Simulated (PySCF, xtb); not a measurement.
Se(I)(Me) (CH₃ISe), SMILES C[Se]I.

Harmonic wavenumbers (cm⁻¹) from xtb with GFN2-xTB at its own minimum, in rising order: 164, 165, 272, 563, 871, 885, 1292, 1428, 1431, 2998, 3005, 3026.

Q: What does PBE0-D3(BJ)/def2-SVP run with PySCF give at its own minimum? (Estimate from the structure and the level; the computed values follow.)

A: 163, 169, 255, 610, 904, 917, 1292, 1418, 1445, 3067, 3185, 3210. Paired by order, the mean absolute difference is 49 cm⁻¹ and the zero-point energies are 23.0 and 23.8 kcal/mol.
